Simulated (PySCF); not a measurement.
An unknown gives this computed stick spectrum. Method used: TDDFT wB97X-D/def2-SVPD, vertical, gas phase, core orbitals frozen in the response in PySCF. Geometries: PBE0-D3(BJ)/def2-SVP, one conformer each.

```tsv
state	ν̃ (cm⁻¹)	f	main configurations (H = HOMO, L = LUMO)
S1	59540	0.508	H→L (96%)
S2	60710	0.066	H→L+3 (52%), H→L+1 (40%)
S3	63030	0.0004	H→L+2 (74%), H→L+6 (12%)
S4	63740	0.0022	H-1→L (54%), H-6→L (19%), H-4→L (9%)
S5	67930	0.0033	H→L+1 (36%), H→L+5 (20%), H→L+3 (18%)
S6	68120	0.0030	H-4→L (38%), H-3→L (29%), H-1→L (20%)
S7	70210	0.0010	H→L+4 (61%), H-1→L+1 (20%), H→L+7 (9%)
S8	71350	0.011	H-2→L (85%)
S9	71930	0.0048	H→L+5 (25%), H-2→L+1 (20%), H→L+8 (15%)
S10	71940	0.010	H-1→L+1 (49%), H→L+4 (13%)
```

Triplets computed (Tamm–Dancoff): 4.52, 7.48, 7.53, 7.78 eV.

Question: Which candidate is it? All have the formula C8H14.
A. `C1CCC2(CC1)CC2`
B. `C=CC1CCCCC1`
C. `C1CC[C@H]2CC[C@H]2C1`

Answer: B. Its S1, at 7.38 eV, is the lowest among the candidates; the nearest of the others has S1 at 7.88 eV. S1 is HOMO→LUMO (96%). Löwdin shares by element: HOMO carbon 79% or more (atoms not listed hold the other 21%); LUMO carbon 68% or more, hydrogen 12% or more (atoms not listed hold the other 19%). At the same level the other candidates give, for their lowest levels:
- `C1CCC2(CC1)CC2`: 7.88 eV (f 0.023); 8.16 eV (f 0.010); 8.29 eV (f 0.011); 8.50 eV (f 0.007); 8.58 eV (f 0.054); T1 7.78 eV; HOMO -9.37, LUMO 2.41 eV
- `C1CC[C@H]2CC[C@H]2C1`: 8.13 eV (f 0.009); 8.36 eV (f 0.029); 8.50 eV (f 0.005); 8.53 eV (f 0.006); 8.71 eV (f 0.042); T1 7.97 eV; HOMO -9.71, LUMO 2.45 eV
